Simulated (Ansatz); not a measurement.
Ansatz (an electronic-structure program) input:

Ansatz 0.2 input:
```yaml
crystal:
  periodic: [false, false, false]
  atoms:
    - {symbol: F, position_ang: [-2.28438104, 0.89211380, -0.55322820]}
    - {symbol: Si, position_ang: [-1.30877206, -0.21792542, 0.19425553]}
    - {symbol: Si, position_ang: [1.07689898, -0.08226213, -0.54454403]}
    - {symbol: F, position_ang: [1.52699693, -1.39324367, 0.41842209]}
    - {symbol: F, position_ang: [1.52588462, 1.14490495, 0.51496513]}
    - {symbol: H, position_ang: [-1.97530295, -1.52681876, -0.16646086]}
    - {symbol: H, position_ang: [-1.69497845, -0.06453133, 1.64906848]}
basis:
  gaussian:
    orbitals: 6-31G*
total_charge: -1
magnetization: {spin_polarized: false}
correlation: {method: ccsd_t, electrons: outside_noble_gas}
```

Problem. Which total energy does the run end on?

Solution. -878.19908 Eh (CCSD(T)/6-31G*).

It need not be the lowest isomer of its formula. Whether it binds its extra electron was not tested at this geometry.
